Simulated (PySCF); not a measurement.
**C₆ coefficients of unlike pairs at wB97X-V**

Calculated with PySCF 2.14 from the dipole response of each species, C₆(A,B) = (3/π) ∫ α_A(iu) α_B(iu) du, in atomic units, from isotropic polarisabilities. For ions this is the dispersion term alone; charge-induced terms of lower order in 1/R come first.

```json
{"species": "S²⁺", "configuration": "[Ne] 3s2 3p2 (3P)", "basis": "aug-cc-pV(T+d)Z (6s5p4d2f)", "relativity": "none", "α (bohr³)": "7.352", "C₆ (like pair)": "26.72"}
{"species": "Si²⁺", "configuration": "[Ne] 3s2 (1S)", "basis": "dyall-acv3z (19s12p6d4f)", "relativity": "none", "α (bohr³)": "12.15", "C₆ (like pair)": "42.53"}
{"species": "Si", "configuration": "[Ne] 3s2 3p2 (3P)", "basis": "aug-cc-pVQZ-DK (7s6p4d3f2g)", "relativity": "spin-free X2C", "α (bohr³)": "38.74", "C₆ (like pair)": "314.9"}
```

Task: Estimate C₆ for Si with S²⁺.

Result: The integral gives 84.82. The combination rule 2 C_A C_B / (C_A α_B/α_A + C_B α_A/α_B) gives 83.91 and the geometric mean 91.73.

No spin-orbit coupling is included.

The other pairs:

| pair | C₆ |
| --- | --- |
| Si²⁺, S²⁺ | 32.60 |
| Si, Si²⁺ | 114.5 |
